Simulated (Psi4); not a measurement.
C$_{2}$H$_{5}$N, charge -1, doublet, at a GFN2-xTB geometry (a state made from the parent by changing its charge; the spin is typed, not shown lowest) (a gas-phase anion, which may not be bound at this level). Base run: Psi4 with BLYP/6-31G.

The Psi4 input:
```
memory 2 GB

molecule {
-1 2
C     1.06928149   -0.35955971    0.02087445
N    -0.05456767    0.36781163    0.45848150
C    -1.15607006    0.24273579   -0.36293770
H     1.58101274    0.06926463   -0.88808148
H     1.83344785   -0.37771953    0.81756318
H     0.86242092   -1.43185037   -0.25794743
H    -1.28456639   -0.70105407   -0.94261144
H    -2.08960997    0.56762135    0.11408616
}

set {
  basis 6-31g
  reference uks
}

energy('blyp')
print_variables()
```

The base run was repeated with changes; each row names its change, and settings that it needs were set with it.

```tsv
change	ΔE vs base (eV)	point group used	SCF cycles
base	0.00	c1	10
molecule keys = symmetry c1, no_reorient, no_com	0.00	c1	10
molecule keys = symmetry c1	0.00	c1	10
molecule keys = no_reorient	0.00	c1	10
jitter_ang = 0.002	0.00	c1	10
```

Open shells are given as the SCF converged; they aren't shown to be the lowest states, and a large step between rows can be another state.

A gas-phase anion may not be bound at this level; its values then depend on the basis.
